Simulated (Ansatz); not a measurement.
`C[O][GaH][Br]` + CH₃OH → `C[O][GaH][O]C` + HBr at 500 K and 1 bar (ligand exchange at a Ga–Br bond).

Gas-phase electronic energies from Ansatz, PBE0-D4/def2-TZVP geometries. CCSD(T)/CBS is the MP2 limit (def2-TZVPP, def2-QZVPP) plus CCSD(T) − MP2 in def2-TZVPP, frozen cores. This one scheme is used for every species. For Br, Ga outer-core shells are correlated without core-valence functions, which leaves a few kJ/mol of doubt a bond. Scalar relativity is left out up to krypton. One conformer a species, not always the lowest.

| species | CCSD(T)/CBS energy (Eh) | H − E (kJ/mol) | S (J/(mol·K)) |
| --- | --- | --- | --- |
| `C[O][GaH][Br]` | -4612.95790 | 170.5 | 404.5 |
| CH₃OH | -115.61712 | 157.0 | 265.4 |
| `C[O][GaH][O]C` | -2154.62574 | 288.4 | 450.8 |
| HBr | -2573.91920 | 30.5 | 213.7 |

H − E and S are ideal-gas, rigid-rotor, harmonic terms from PBE0-D4/def2-TZVP, for one conformer and one mirror image of each species. 1 Eh = 2625.50 kJ/mol, R = 8.31446 J/(mol·K).

**Question.** By hand: ΔE, ΔH, ΔS and ΔG.

**Answer.** ΔE = (-2154.62574) + (-2573.91920) − (-4612.95790) − (-115.61712) = 0.03008 Eh = 79.0 kJ/mol. Δ(H − E) = 288.4 + 30.5 − 170.5 − 157.0 = -8.6, so ΔH = 70.4 kJ/mol. ΔS = 450.8 + 213.7 − 404.5 − 265.4 = -5.4 J/(mol·K). ΔG = 70.4 − 500 × (-5.4)/1000 = 73.1 kJ/mol.

**Question.** By hand: the equilibrium constant, and the temperature at which ΔG would vanish if ΔH and ΔS stayed fixed.

**Answer.** log₁₀ K = −ΔG/(RT ln 10) = -7.6. ΔH and −TΔS have one sign here, so there is no such temperature. One of them is within its doubt of zero, so this could turn.

The number of gas molecules stays the same, so ΔS is small and ΔH decides. A doubt of 5 kJ/mol in ΔE shifts log₁₀ K by 0.5 here. Other conformers and mirror images would add mixing entropy, several J/(mol·K) or more a flexible species. These are equilibria of isolated gas molecules and say nothing of rates. Largest T1 diagnostic: 0.014 (customary marks: 0.02 for closed shells, 0.045 for open ones).
